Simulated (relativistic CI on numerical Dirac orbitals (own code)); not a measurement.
**Tc²⁺: L-alpha,beta X-ray emission**

Computed with this model: Dirac-Coulomb-Breit CI, orbitals from a KLI potential per configuration, a model potential for QED, valence Slater integrals scaled by 0.9, multiplet model of X-ray emission after core ionisation; configurations [Kr] 4d5 → [He] 2s2 2p5 3s2 3p6 3d10 4s2 4p6 4d5 → [Ar] 3d9 4s2 4p6 4d5; 300 K; Lorentzian 2.8 eV and Gaussian 0.6 eV FWHM. Energies are those of the free ion, without screening or charge transfer. S is read from ⟨S²⟩ = S(S + 1).

Computed curve for free ion, scaled to 100 at the maximum (points under 2 are left out and the grid is thinned):

```csv
Energy (eV),Intensity
2412.2,2.1
2413.0,2.7
2413.4,3.1
2414.2,4.1
2415.0,4.9
2415.8,5.2
2416.2,5.3
2417.0,5.5
2417.8,6.2
2418.6,7.6
2419.0,8.7
2419.8,11.7
2420.6,16.4
2421.4,22.4
2421.8,25.8
2422.6,33.4
2423.4,45.5
2424.2,69.1
2424.6,84.5
2425.4,100.0
2426.2,76.1
2427.0,45.3
2427.4,34.6
2428.2,21.2
2429.0,14.1
2429.8,9.9
2430.2,8.5
2431.0,6.4
2431.8,5.0
2432.6,4.0
2433.0,3.6
2433.8,3.0
2434.6,2.5
2435.4,2.2
2435.8,2.0
2529.0,2.6
2529.8,3.7
2530.6,5.3
2531.0,6.1
2531.8,6.7
2532.6,6.3
2533.4,6.6
2533.8,7.3
2534.6,9.4
2535.4,13.1
2536.2,19.1
2536.6,23.3
2537.4,34.3
2538.2,46.6
2539.0,46.5
2539.4,39.8
2540.2,24.6
2541.0,15.1
2541.8,10.1
2542.2,8.4
2543.0,5.9
2543.8,4.3
2544.6,3.2
2545.0,2.8
2545.8,2.2
```

The ground state has S = 2.50, and the centroid lies at 2463.31 eV.
